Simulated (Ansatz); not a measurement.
Species: CH$_{2}$O$_{3}$Si, charge 0, singlet. CH2O3Si (1,3,2-dioxasiletan-4-one, SMILES O=C1O[SiH2]O1).
B3LYP-D3(BJ)/def2-TZVP minimum from Ansatz (a program for electronic structure):
```
Si
O 1 1.6907
C 2 1.3860 1 88.58
O 3 1.1775 2 128.49 1 -180.00
O 3 1.3860 4 128.49 2 180.00
H 1 1.4690 2 114.85 3 112.80
H 1 1.4690 6 113.54 2 -135.00
```
Charge 0, spin multiplicity 1.

Total energies in hartree (Ansatz). UHF or UKS for unpaired electrons; spin-orbit terms are left out. Cores are frozen in correlated methods. No relativity. Where a partner has so few electrons that a lower coupled-cluster level is exact, that level stands in.

| species | HF/cc-pV(T+d)Z | CCSD(T)/cc-pV(T+d)Z | HF/cc-pV(Q+d)Z | CCSD(T)/cc-pV(Q+d)Z | CCSD(T)/cc-pV(D+d)Z | CCSDT(Q)/cc-pV(D+d)Z |
|---|---|---|---|---|---|---|
| 1: CH2O3Si (SMILES O=C1O[SiH2]O1) | -552.75017 | -553.75432 | -552.77493 | -553.84934 | -553.44151 | -553.44470 |
| 2: O (triplet) | -74.81176 | -74.97396 | -74.81729 | -74.99357 | -74.90995 | -74.91013 |
| 3: C (triplet) | -37.69157 | -37.78076 | -37.69331 | -37.78654 | -37.76038 | -37.76071 |
| 4: Si (triplet) | -288.85649 | -288.93344 | -288.85845 | -288.93781 | -288.91643 | -288.91690 |
| 5: H (doublet) | -0.49981 | -0.49981 | -0.49995 | -0.49995 | -0.49928 | -0.49928 |

### Question
Work out the atomisation energy (electronic, to ground-state atoms) in kcal/mol: take Hartree-Fock from cc-pV(Q+d)Z, extrapolate the CCSD(T) correlation energy as X^-3 (X = 3, 4), and add CCSDT(Q) - CCSD(T) in cc-pV(D+d)Z. 1 hartree = 627.51 kcal/mol.

### Answer

Species 1: correlation (64·(-1.07441) - 27·(-1.00415))/37 = -1.12568; step -0.00319; E1 = -552.77493 + (-1.12568) + (-0.00319) = -553.90380
Species 2: correlation (64·(-0.17628) - 27·(-0.16220))/37 = -0.18655; step -0.00018; E2 = -74.81729 + (-0.18655) + (-0.00018) = -75.00402
Species 3: correlation (64·(-0.09323) - 27·(-0.08919))/37 = -0.09618; step -0.00033; E3 = -37.69331 + (-0.09618) + (-0.00033) = -37.78982
Species 4: correlation (64·(-0.07936) - 27·(-0.07695))/37 = -0.08112; step -0.00047; E4 = -288.85845 + (-0.08112) + (-0.00047) = -288.94004
Species 5: correlation (64·(0.00000) - 27·(0.00000))/37 = 0.00000; step +0.00000; E5 = -0.49995 + (0.00000) + (+0.00000) = -0.49995
-1·E1 +3·E2 +1·E3 +1·E4 +2·E5 = 1.16198 hartree = 729.2 kcal/mol.
